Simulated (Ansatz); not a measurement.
ClF2GeH (`[F][GeH]([F])[Cl]`). Total charge 0; spin multiplicity 1.

| atom | x (Å) | y (Å) | z (Å) |
| --- | --- | --- | --- |
| F1 | 0.7635 | -1.5096 | -0.1767 |
| Ge2 | -0.1069 | -0.0476 | 0.0237 |
| F3 | 0.2709 | 0.4877 | 1.6068 |
| Cl4 | 0.6734 | 1.3612 | -1.3384 |
| H5 | -1.6009 | -0.2918 | -0.1155 |

Task: What are the harmonic wavenumbers in cm⁻¹ at PBE0-D4/def2-TZVP (Ansatz, finite differences of forces, unscaled)? (Estimate.)

Result: The calculation gave: 178, 215, 254, 461, 702, 705, 741, 752, 2249.

Task: Is this a minimum?

Result: Yes, all 9 modes are real.

Task: Give the ideal-gas thermochemistry at 298.15 K and 1 bar (rigid rotor, harmonic oscillator; point group Cs, symmetry number 1).

Result: Zero-point energy 37.4 kJ/mol; H(298) − E = 53.3 kJ/mol; entropy 315.5 J/(mol·K), of which translation 171.1, rotation 111.2, vibration 33.2; G(298) − E = -40.7 kJ/mol.

Task: And at 400, 500, 600, 800 and 1000 K?

Result: 
```
T (K)  H − E (kJ/mol)  S (J/mol/K)  G − E (kJ/mol)
  400            61.4        338.7           -74.1
  500            70.0        357.9          -108.9
  600            79.1        374.4          -145.6
  800            98.1        401.6          -223.3
 1000           117.8        423.7          -305.9
```

Task: Rotational constants (cm⁻¹)?

Result: 0.189, 0.09693, 0.07473.
